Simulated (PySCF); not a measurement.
Computed IR spectrum (relative IR intensity) of a molecule C5H9F. Geometry optimised at PBE-D3(BJ)/def2-SVP. Other conformers were not sampled. Method: PySCF with PBE-D3(BJ)/def2-SVP. Harmonic, unscaled wavenumbers; measured fundamentals usually lie a few per cent lower.

ν (cm⁻¹): 343 (w), 469 (w), 486 (w), 808 (w), 881 (m), 932 (m), 945 (s), 964 (m), 1012 (w), 1023 (w), 1079 (m), 1083 (vs), 1106 (s), 1186 (m), 1197 (vw), 1270 (w), 1307 (w), 1342 (m), 1379 (m), 1388 (w), 1407 (m), 1456 (w), 2932 (s), 2979 (m), 3060 (m), 3065 (m), 3073 (w), 3076 (m), 3080 (m), 3161 (m) (against the strongest line: vs over 80 %, s over 45 %, m over 15 %, w over 4 %, vw less)

Problem. Which structure fits?
A. CC[C@@H]1C[C@@H]1F
B. C[C@H](F)C1CC1
C. CC(C)/C=C\F
D. C=CC[C@H](C)F

Solution. B, C[C@H](F)C1CC1
